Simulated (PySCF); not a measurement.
Sn(Cl)2(I)2, SMILES [Cl][Sn]([Cl])([I])[I] (PBE0/def2-SVP optimised geometry):

```
5

Cl    -1.593    -2.395     1.872
Sn    -0.825    -1.232     0.000
Cl    -1.610    -2.382    -1.873
I     -1.838     1.232     0.000
I      1.838    -1.232     0.000
```

Computed with PBE0/def2-TZVP, def2 effective core potentials past Kr run with PySCF.

Q: What are the frontier orbital energies and the dipole moment?

A: HOMO-2 -8.50 eV, HOMO-1 -8.37 eV, HOMO -8.26 eV, LUMO -3.67 eV, LUMO+1 -0.78 eV; dipole moment 1.59 D.

On the same geometry PBE/def2-TZVP, def2 effective core potentials past Kr (PySCF) gives HOMO-2 -7.31 eV, HOMO-1 -7.19 eV, HOMO -7.10 eV, LUMO -4.40 eV, LUMO+1 -1.53 eV; dipole moment 1.53 D.
